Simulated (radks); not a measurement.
The numbers below are computed, except where a source is named.
Q: The lanthanum ion La+, configuration [Xe] 6d2 (not the ground configuration). Level of theory: scalar-relativistic Kohn-Sham, SOGGA, spin-unpolarised, spherical densities, finite nucleus; Fermi nuclear charge, rms radius 4.855 fm (a radial shooting solver on a logarithmic mesh with Libxc functionals). Some entries of the table are withheld. Estimate them.

| orbital | occ. | eigenvalue (eV) | r(max) (bohr) |
|---|---|---|---|
| 1s | 2 | (1) | (2) |
| 2s | 2 | -6179.425 | 0.09098 |
| 2p | 6 | -5540.997 | 0.07314 |
| 3s | 2 | -1332.155 | 0.2605 |
| 3p | 6 | -1128.245 | 0.2549 |
| 3d | 10 | (3) | 0.2101 |
| 4s | 2 | -279.6132 | 0.6083 |
| 4p | 6 | -213.2705 | 0.6354 |
| 4d | 10 | -117.2365 | 0.6718 |
| 5s | 2 | -52.0389 | 1.405 |
| 5p | 6 | -35.1897 | 1.577 |
| 6d | 2 | -4.3965 | 6.168 |

A: 
(1) 1s eigenvalue (eV): -38743.72
(2) 1s r(max) (bohr): 0.01608
(3) 3d eigenvalue (eV): -834.9491
